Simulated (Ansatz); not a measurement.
SnTe2. Total charge 0; triplet. Geometry PBE-D4/def2-SVPD, that of the charge -1 doublet; atoms count from 1.

```xyz
3

Sn    0.4878    0.3781   -0.4708
Te   -1.0319    1.9294    1.1203
Te    0.5441   -2.3075   -0.6495
```

In the def2 sets Sn, Te take a core potential; there is no spin–orbit coupling. The structure comes from a short search, and lower isomers may exist.

Problem. Estimate the Mulliken populations from the PBE0/def2-TZVPD orbitals of Ansatz.

Solution. 
```json
{"atom": "Sn1", "charge (e)": "0.31", "spin (α − β)": "-0.03"}
{"atom": "Te2", "charge (e)": "-0.16", "spin (α − β)": "1.01"}
{"atom": "Te3", "charge (e)": "-0.16", "spin (α − β)": "1.01"}
```
Mulliken values and Mayer orders depend strongly on the basis. With diffuse functions, as here, like atoms can get unlike values, and bond orders can come out too low or too high.

Problem. Where does the spin sit?

Solution. Summed by element: Sn -0.03, Te 2.03, of 2 unpaired in all. Largest on single atoms: Te2 1.01, Te3 1.01, Sn1 -0.03.

Problem. And the Mayer bond orders between bonded heavy atoms (over 0.3)?

Solution. Sn1–Te2 1.30 (2.69 Å); Sn1–Te3 1.30 (2.69 Å). Values over 0.3 also appear between atoms too far apart for a bond (Te2–Te3 0.30 at 4.85 Å); they arise where an orbital or an unpaired electron spreads over both atoms.
